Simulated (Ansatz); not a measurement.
Reaction (atomization): `[NH2][GaH][NH2]` → Ga• + 5 H• + 2 N•

Computed with Ansatz on PBE0-D4/def2-TZVP structures; ΔE is electronic, products minus reactants. CCSD(T)/CBS adds triple-zeta CCSD(T) − MP2 to the extrapolated MP2 energy (def2 sets, frozen cores). This one scheme is used for every species, atoms too. Functionals use def2-TZVPP. Open shells (•) are unrestricted, without spin–orbit coupling. Spin–orbit coupling would lower the free atoms: clearly for Ga. Bonds to Ga are less sure, by a few kJ/mol each and by 10 to 20 or more in all where they break to atoms, as the def2 sets lack core-valence functions. Scalar relativity is left out up to krypton. One conformer a species, not always the lowest.

CCSD(T)/CBS gives +592.2 kcal/mol.

Task: Another level gave +582.5 kcal/mol. Which?
A. PBE0-D4/def2-TZVPP
B. CAM-B3LYP/def2-TZVPP
C. r2SCANh-D4/def2-TZVPP
D. r2SCAN-D4/def2-TZVPP

Result: A. PBE0-D4 582.5, r2SCANh-D4 579.4, r2SCAN-D4 583.9, CAM-B3LYP 590.9 kcal/mol.

Largest T1 diagnostic among the species: 0.013.

In def2-TZVPP, CCSD(T) changes the Hartree–Fock value by +184.7 kcal/mol (the triples alone add +9.0 kcal/mol) and MP2 by +189.8 kcal/mol; breaking electron pairs costs correlation energy, which Hartree–Fock lacks. From BLYP to BHLYP (50 % exact exchange), in def2-TZVPP and without D4, ΔE moves by −17.6 kcal/mol: exact exchange takes away binding that semilocal exchange gives to molecules. The D4 term adds +4.6 kcal/mol with B3LYP and +2.4 kcal/mol with PBE0; it sums over pairs of atoms, weighted by their polarisabilities, and B3LYP, whose exchange is more repulsive, gets the larger term.

B3LYP here is the variant with VWN-RPA as its local correlation; programs differ in this.

For atomizations the MP2-based limit and the directly extrapolated one differ by several kJ/mol either way, and by 10 to 25 for some Ge, Se and Sn compounds, so smaller differences from it don't rank the levels.
